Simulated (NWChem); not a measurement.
Molecule: CH4GeO3; SMILES [OH][GeH]1[O]C[O]1

```xyz
9

O      0.7496    -1.8310     0.0000
Ge    -0.3422    -0.4299     0.0000
O      0.0766     0.9403    -1.1335
C      0.3061     1.7865     0.0000
O      0.0766     0.9403     1.1335
H      1.6849    -1.5486     0.0000
H     -1.7527    -1.0463     0.0000
H     -0.4067     2.6463     0.0000
H      1.3535     2.1759     0.0000
```
Atoms are numbered in this order, from 1.

Level: PBE-D3(BJ)/def2-SVP (NWChem), optimised geometry, unscaled harmonic frequencies. 

Problem. List the harmonic frequencies with IR intensities, and the thermochemistry.

Solution. 
| frequency (cm⁻¹) | IR intensity (km/mol) |
|---|---|
| 137 | 2.5 |
| 164 | 0.7 |
| 262 | 41.6 |
| 343 | 129.2 |
| 505 | 37.2 |
| 580 | 11.5 |
| 590 | 12.4 |
| 702 | 52.8 |
| 713 | 76.0 |
| 813 | 24.0 |
| 906 | 149.7 |
| 954 | 115.1 |
| 1041 | 121.1 |
| 1104 | 3.3 |
| 1106 | 0.1 |
| 1314 | 5.8 |
| 1480 | 13.4 |
| 2137 | 87.9 |
| 2907 | 126.1 |
| 2954 | 59.9 |
| 3715 | 75.7 |

```json
{
 "zero_point_energy": "34.9 kcal/mol",
 "thermal correction to the enthalpy at 298.15 K (with zero-point energy)": "39.3 kcal/mol",
 "heat capacity Cv": "20.8 cal/(mol K)",
 "entropy at 298.15 K and 1 atm (symmetry number 1)": "77.9 cal/(mol K)",
 "dipole_moment": "0.35 D"
}
```

Rigid rotor and harmonic oscillator.
